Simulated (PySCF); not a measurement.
A PySCF script (with the pyscf-properties extension) for the NMR shieldings of SMILES C=COB1NBN(C)BN1, C3H10B3N3O, on a GFN2-xTB geometry:

```python
import basis_set_exchange as bse
import numpy as np
from pyscf import gto, dft
from pyscf.prop import nmr

atoms = """
C     3.426523    0.118114   -1.198493
C     3.273057    0.307540    0.103103
O     2.218402   -0.060439    0.857811
B     0.890444   -0.069368    0.489877
N     0.338283    0.614499   -0.631546
B    -1.047684    0.613522   -0.916444
N    -1.918670   -0.107239   -0.053519
C    -3.346210   -0.101065   -0.334841
B    -1.418452   -0.792986    1.085629
N    -0.025687   -0.755422    1.333172
H     4.331960    0.416398   -1.692891
H     2.668325   -0.355216   -1.797287
H     4.059157    0.754572    0.704489
H     0.958536    1.140182   -1.228367
H    -1.461482    1.195147   -1.848631
H    -3.529152   -0.285939   -1.394157
H    -3.784132    0.867751   -0.079783
H    -3.851629   -0.869617    0.247875
H    -2.134485   -1.382712    1.805355
H     0.347746   -1.237044    2.135914
"""
names = dict.fromkeys(["C", "O", "B", "N", "H"], "pcSseg-1")
basis = {el: gto.basis.parse(bse.get_basis(n, elements=[el], fmt="nwchem")) for el, n in names.items()}
mol = gto.M(atom=atoms, basis=basis, charge=0, verbose=0)
mf = dft.RKS(mol, xc="PBE0")
mf.grids.level = 2
mf.grids.alignment = dft.numint.BLKSIZE   # the property module wants whole blocks of grid points
mf.conv_tol = 1e-9
mf.kernel()

calc = nmr.RKS(mf)   # GIAO
C = mf.mo_coeff
Co = C[:, mf.mo_occ > 0]
resp = mf.gen_response(singlet=True, hermi=2)
def vind(x):   # induced exchange potential for any number of trial vectors
    d = np.einsum("pi,xij,qj->xpq", C, 2 * x.reshape(-1, C.shape[1], Co.shape[1]), Co, optimize=True)
    return np.einsum("xpq,pi,qj->xij", resp(d - d.transpose(0, 2, 1)), C, Co, optimize=True).ravel()
mo1, _ = nmr.rhf.solve_mo1(calc, with_cphf=vind)
sigma = calc.kernel(mo1)
for i, s in enumerate(sigma):   # ppm
    w = np.linalg.eigvalsh((s + s.T) / 2)
    print("%2d %-2s iso %8.1f  s11 %8.1f  s22 %8.1f  s33 %8.1f" % (i, mol.atom_pure_symbol(i), w.mean(), *w))
```

Problem. What are the results?

Solution. 
```
 0 C  iso     87.6  s11    -17.2  s22    115.5  s33    164.4
 1 C  iso     29.8  s11    -83.5  s22     66.4  s33    106.4
 2 O  iso    173.2  s11    100.8  s22    126.2  s33    292.7
 3 B  iso     79.6  s11     61.1  s22     79.5  s33     98.1
 4 N  iso    147.3  s11     42.3  s22    151.7  s33    247.9
 5 B  iso     70.7  s11     44.6  s22     60.4  s33    106.9
 6 N  iso    127.0  s11    -24.9  s22    156.3  s33    249.6
 7 C  iso    145.2  s11    118.3  s22    131.7  s33    185.5
 8 B  iso     70.9  s11     45.3  s22     63.2  s33    104.2
 9 N  iso    140.4  s11     37.1  s22    163.5  s33    220.7
10 H  iso     27.0  s11     25.0  s22     26.4  s33     29.6
11 H  iso     27.0  s11     23.5  s22     26.3  s33     31.0
12 H  iso     24.9  s11     21.4  s22     26.1  s33     27.2
13 H  iso     26.2  s11     19.8  s22     27.3  s33     31.6
14 H  iso     26.9  s11     24.0  s22     27.8  s33     28.9
15 H  iso     28.3  s11     23.9  s22     26.9  s33     34.1
16 H  iso     28.3  s11     23.9  s22     26.1  s33     34.8
17 H  iso     28.5  s11     24.4  s22     27.7  s33     33.5
18 H  iso     27.0  s11     24.3  s22     28.0  s33     28.7
19 H  iso     26.7  s11     21.5  s22     26.8  s33     31.8
```

These numbers come from an equivalent density-fitted implementation of the same equations, which agrees with the script to about 0.01 ppm for H and up to a few tenths of a ppm for heavy atoms, so last digits may differ.

Size and cost of the density-fitted run: 220 basis functions, 82 s wall time on 1 thread of an Arm Neoverse N1, shared host; peak memory 1 GiB.
